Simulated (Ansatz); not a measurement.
Isolated molecules relaxed with PBE0-D4/def2-TZVP in Ansatz; ΔE leaves out vibrations. CCSD(T)/CBS adds triple-zeta CCSD(T) − MP2 to the extrapolated MP2 energy (def2 sets, frozen cores). DFT in def2-TZVPP. For Ge outer-core shells are correlated without core-valence functions, which leaves a few kJ/mol of doubt a bond. Scalar relativity is left out up to krypton. Each species was taken in one conformer, which may not be the lowest.

Reaction (isomerisation): `S[CH2][GeH2][Cl]` → `C[S][GeH2][Cl]`

`S[CH2][GeH2][Cl]`:

```xyz
9

S    -1.234   -0.867   -1.433
C     0.353   -0.715   -0.587
Ge    0.442    0.856    0.568
Cl   -1.156    0.632    2.011
H    -2.009   -0.763   -0.339
H     0.594   -1.618   -0.024
H     1.105   -0.600   -1.372
H     1.744    0.926    1.383
H     0.162    2.148   -0.207
```

`C[S][GeH2][Cl]`:

Cartesian coordinates in Å:
```
C 0.890 0.441 1.195
S -0.213 1.375 0.097
Ge -0.807 -0.241 -1.260
Cl -1.868 -1.772 -0.158
H 0.347 -0.357 1.700
H 1.740 0.032 0.648
H 1.256 1.148 1.939
H -1.762 0.332 -2.310
H 0.416 -0.958 -1.849
```

```tsv
level	ΔE (kJ/mol)
r2SCAN	-65.4
r2SCAN0	-64.9
```

Q: What does CCSD(T)/CBS give? (An estimate is asked.)

A: Ansatz gave: -57.8 kJ/mol. The listed levels differ from it by -7.6, -7.1 kJ/mol.

Largest T1 diagnostic among the species: 0.010.

In def2-TZVPP, CCSD(T) changes the Hartree–Fock value by +9.8 kJ/mol (the triples alone add −0.1 kJ/mol) and MP2 by +8.3 kJ/mol. Leaving LDA and LC-ωPBE aside and taking each functional with its dispersion term where it has one, the values, not all of them listed here, spread over 5.2 kJ/mol, from r2SCAN-D4 to ωB97M-V. LDA lies +6.8 kJ/mol from PBE without D4.
